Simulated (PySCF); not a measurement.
A structure optimised at PBE-D3(BJ)/def2-SVP, used in a PySCF frequency run:

```xyz
10

Cl     2.0008     0.0720    -0.7056
Si     0.3738    -0.1748     0.5565
C     -0.7936     1.3059     0.5829
C     -1.9676     0.7968     0.1289
C     -1.9106    -0.6642    -0.2357
N     -0.8120    -1.3347    -0.1204
H      0.8750    -0.6286     1.8921
H     -0.6632     2.3534     0.8887
H     -2.9066     1.3666     0.0171
H     -2.8373    -1.1569    -0.6079
```

Task: Write its SMILES and formula.

Result: Cl[Si@H]1C=CC=N1, C₃H₄ClNSi

Task: What are its rotational constants (standard atomic weights)?

Result: 5.2053, 1.6654, 1.4461 GHz
